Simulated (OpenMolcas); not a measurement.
What dynamic correlation does to the levels of Ar⁴⁺

- Program: OpenMolcas
- Basis: ANO-RCC-VTZP [5s4p2d1f]
- Scalar Hamiltonian: DKH2, point nucleus
- Active space: 4 electrons in 8 orbitals (3s 3p 4s 4p)
- State averaging: 2S+1 = 3 even, 6 roots; 2S+1 = 1 even, 11 roots; 2S+1 = 5 odd, 1 root; 2S+1 = 3 odd, 9 roots; 2S+1 = 1 odd, 8 roots
- Spin-orbit coupling: state interaction with AMFI integrals over the reference wave functions, term energies averaged over their components

Methods on the same reference wave functions:
A. CASSCF
B. SS-CASPT2, IPEA 0.25 Eh, imaginary shift 0.1 Eh (closed shells correlated: 2s 2p)
C. MS-CASPT2, IPEA 0.25 Eh, imaginary shift 0.1 Eh (closed shells correlated: 2s 2p)

Energies in cm-1 above 3s2 3p2 3P0, the measured ground level; measured values from Saloman, J. Phys. Chem. Ref. Data 39, 033101 (2010).

```csv
Level,A,B,C,Measured
3s2 3p2 3P0,0.0,0.0,0.0,0.0
3s2 3p2 3P1,699,693,696,763
3s2 3p2 3P2,1879,1866,1872,2029
3s2 3p2 1D2,19284,16550,16560,16299
3s2 3p2 1S0,35084,37300,37320,37912
3s 3p3 5S* 2,72376,82110,82130,
3s 3p3 3D* 1,133101,120190,120210,121629
3s 3p3 3D* 2,133123,120220,120240,121675
3s 3p3 3D* 3,133244,120320,120350,121803
3s 3p3 3P* 0,150680,143920,143940,
3s 3p3 3P* 1,150736,143960,143990,
3s 3p3 3P* 2,150834,144050,144080,
3s 3p3 1D* 2,200636,176540,176570,154211
3s 3p3 3S* 1,207390,193960,193980,191537
3s 3p3 1P* 1,218184,199710,199740,195356
```

Deviations, from unrounded energies. A percentage is the sum of absolute deviations over the sum of measured energies, with the sign that they share, or ± where signs differ.

| Against measurement | Levels | A | B | C |
| --- | --- | --- | --- | --- |
| mean absolute deviation (cm-1) | 10 | 13000 | 3500 | 3500 |
| fine structure of the ground term (%) | 2 | -7.7 | -8.3 | -8.0 |
| other terms of the ground configuration (%) | 2 | ±10.7 | ±1.6 | ±1.6 |
| other configurations (%) | 6 | +13.2 | ±3.7 | ±3.7 |

B, C lie about equally close to measurement and A furthest from it. The largest miss of C in the table is 3s 3p3 1D* 2, by +22000 cm-1. The ranking rests on the paired levels alone, and a cruder setting can come out closer through cancelling errors.

Between B and C the level of the table that moves most is 3s 3p3 1D* 2, by 25 cm-1 (lowest in B, highest in C). Moves below CASPT2's spread within the term are not significant.

The two smallest mean deviations differ by little beside CASPT2's spread within terms, so their order carries little weight.

From A to B the spin-free energies of the other terms of 3s2 3p2 shown, above 3P, scale by factors of 0.85 to 1.07.

The lowest spin-free term lies below A's lowest term by 0.101 hartree in B, 0.101 hartree in C.

Term energies are means over components that CASPT2 splits; among the terms shown or strongly mixed into the levels shown the widest spread is 190 cm-1 (3s 3p3 1D*, C). Over all roots computed the reference weight is 0.85 to 0.99 in B, 0.85 to 0.99 in C; the roots of lowest weight are the least certain, and an intruder state may touch them. Active for correlation alone: 4p 4s; no level in the range computed is led by a configuration that fills them, so any true level of that kind is missing. Terms of s pⁿ other than that of highest spin mix with s² pⁿ⁻² d, which this space lacks; all of them can be thousands of cm-1 off, and some have no real level of that name. Computed and measured levels are paired by configuration, term and J; levels that our copy of the source lacks, or whose pairing is in doubt (as where it misses far off the trend of its configuration), stay unpaired and out of the deviations. Levels of configurations outside the active space are missing. Levels that lie high or do not pair safely by name in every column are left out.

* marks odd parity.
